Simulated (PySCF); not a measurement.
C2H7FSSi (SMILES C[Si](C)(F)S), singlet, at a GFN2-xTB geometry. Base run: PBE/6-31G, polarisability (PySCF).

PySCF was given this input:
```python
from pyscf import gto, scf, dft
from pyscf.prop import polarizability

mol = gto.M(
    atom='''
C     1.61104867   -0.13124409   -1.23815942
Si    0.11997249   -0.31493427   -0.08645885
C    -1.29409073   -1.36272925   -0.78360689
F     0.63606594   -1.03393726    1.26406033
S    -0.58496559    1.60472716    0.60893092
H     1.34836283    0.36289646   -2.16868325
H     2.39707485    0.45189468   -0.76560616
H     2.02556640   -1.10354643   -1.48651461
H    -2.10132596   -1.45497211   -0.06176404
H    -1.71020012   -0.93362477   -1.69012530
H    -0.94803301   -2.36405171   -1.02125048
H    -0.95795139    2.04412455   -0.58447212
''',
    basis='6-31g',
    verbose=3,
)

mf = dft.RKS(mol)
mf.xc = 'pbe'
mf.kernel()
alpha = mf.Polarizability().polarizability()[2, 2]
print('alpha_zz =', alpha)
```

Task: The base was run again with changes. Order these runs by alpha_zz (bohr³), lowest first: functional = pbe0 | basis = def2-SVP | basis = cc-pVDZ | basis = 6-31G* | functional = lda,vwn | functional = hf.

Result: functional = hf (alpha_zz (bohr³) 49.51), functional = pbe0 (alpha_zz (bohr³) 51.77), functional = lda,vwn (alpha_zz (bohr³) 53.60), basis = 6-31G* (alpha_zz (bohr³) 53.74), basis = def2-SVP (alpha_zz (bohr³) 54.07), basis = cc-pVDZ (alpha_zz (bohr³) 55.88)

Finite-field rows take the second difference of the energy in a field along z; a small field with loose convergence shows SCF noise divided by the square of the field, and a large one adds hyperpolarisability.
